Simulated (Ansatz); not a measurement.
Cost and result up the ladder for Si(NH2)Cl3 (SiNCl₃H₂) (7 atoms). Charge 0, multiplicity 1. Geometry: PBE-D4/def2-SVP.

Cartesian coordinates in Å:
```
Si 0.097 -0.188 -0.529
N -0.238 0.185 1.107
H -1.092 0.699 1.337
H 0.533 0.420 1.736
Cl -1.615 -0.972 -1.365
Cl 1.639 -1.555 -0.567
Cl 0.676 1.410 -1.719
```

Ansatz on 4 threads of Intel Xeon on a shared host. Times are rough, and most runs start from the orbitals of an earlier one. ωB97M-V/def2-TZVP serves as the yardstick here, not as an exact answer. Differences are given only for rows in sets of like size (and for xTB, whose basis is part of the method), since another set adds its own error. Binding counts from free atoms at the same level (Si triplet, N quartet, H doublet, Cl doublet; other spins of the atoms weren't run), without zero-point energy or a counterpoise term.

LC-ωPBE has ω = 0.4 bohr⁻¹. Correlated methods freeze 21 core orbitals.

Correlated methods converge slowly with the basis.

```tsv
level	functions	wall time	binding energy per atom (eV)	difference from ωB97M-V/def2-TZVP (eV)
HF/STO-3G	43	0.5 s	2.66	–
HF/6-31G	65	1.1 s	1.77	–
PBE-D4/def2-SVP	96	1.7 s	3.56	–
PBE0-D4/def2-SVP	96	2.4 s	3.49	–
BLYP-D4/def2-TZVP	191	2.9 s	3.49	-0.07
PBE-D4/def2-TZVP	191	3.8 s	3.60	0.03
r2SCAN-D4/def2-TZVP	191	5.5 s	3.54	-0.02
BHLYP-D4/def2-TZVP	191	5.5 s	3.39	-0.17
LC-ωPBE/def2-TZVP (with forces)	191	6 s	3.48	-0.08
PBE0-D4/def2-TZVP	191	6 s	3.53	-0.03
MP2/def2-TZVP	191	8 s	3.49	-0.07
r2SCANh-D4/def2-TZVP	191	8.1 s	3.51	-0.05
ωB97M-V/def2-TZVP	191	13 s	3.56	0.00
CCSD(T)/def2-TZVPP	227	2 min	3.40	-0.16
```
